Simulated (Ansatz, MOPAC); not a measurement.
Molecule: SnH5, net charge -1, singlet state. SMILES: [SnH5-]
Coordinates optimised at B3LYP-D3(BJ)/def2-TZVP (Ansatz, a program for electronic structure):
```xyz
6

Sn     0.0000     0.0000     0.0000
H      0.0123     0.0114     1.8796
H     -0.0123    -0.0114    -1.8796
H      1.7765    -0.0068    -0.0116
H     -0.8824     1.5419    -0.0035
H     -0.8941    -1.5350     0.0151
```
Charge -1, spin multiplicity 1.

Wanted: vertical ionisation energy to the doublet, in eV. Conventions: frozen cores in correlated levels (noble-gas shells and the d and f shells of earlier blocks); def2 sets with scalar-relativistic core potentials past Kr; PM7 with its own dispersion and hydrogen-bond terms; no dispersion term unless named; LANL2DZ with its own core potentials from Na on; STO-3G and 3-21G all-electron and non-relativistic; each state is the SCF solution reached for its charge and spin; open shells spin-unrestricted; no spin-orbit coupling; 6-31G* and kin with 6d, 5d where marked. Ab initio and DFT rows: single points at B3LYP-D3(BJ) geometries (Ansatz). Semi-empirical rows: differences of heats of formation at the shared geometry for vertical values. A UHF reference is markedly spin-contaminated in at least one set, which strains HF and MP2.

```csv
level,program,vertical ionisation energy to the doublet (eV)
AM1,MOPAC,0.58
PM3,MOPAC,1.08
PM6,MOPAC,-0.19
PM7,MOPAC,-0.33
HF/6-31G* with LANL2DZ past Ar,Ansatz,1.91
B3LYP/STO-3G,Ansatz,-1.69
B3LYP/3-21G,Ansatz,1.97
B3LYP/6-31G* with LANL2DZ past Ar,Ansatz,2.27
MP2/6-31G* with LANL2DZ past Ar,Ansatz,2.02
PBE0/def2-TZVPD,Ansatz,2.25
wB97X-V/def2-TZVPD,Ansatz,2.50
```

No value to compare with is used here. The 9 habitual levels span -1.69 (B3LYP/STO-3G) to 2.27 eV (B3LYP/6-31G* with LANL2DZ past Ar); wB97X-V/def2-TZVPD gives 2.50.

The levels are drawn from those run, B3LYP/6-31G* more often than the rest, none by its result; left out are runs that failed, that the program found above a lower state of the same kind, or whose <S^2> lies over 0.5 above the pure value.
